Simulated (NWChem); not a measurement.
Species: AlSiH₃ClF; SMILES [Al]([SiH3])([F])[Cl]

Computed with NWChem. Each level has its own optimisation; frequencies are unscaled.

```tsv
level	r Al–Cl (Å)	r Al–F (Å)	r Al–Si (Å)	r H–Si (Å)	highest harmonic frequency (cm⁻¹)	lowest (cm⁻¹)	zero-point energy (kcal/mol)	dipole (D)
LDA (Slater exchange, VWN5)/def2-SVP	2.086	1.660	2.409	1.506	2176	20	17.4	1.62
Hartree-Fock/3-21G	2.196	1.654	2.440	1.485	2297	21	18.9	3.47
PBE0/def2-SVP	2.096	1.663	2.430	1.495	2241	15	18.1	1.68
```
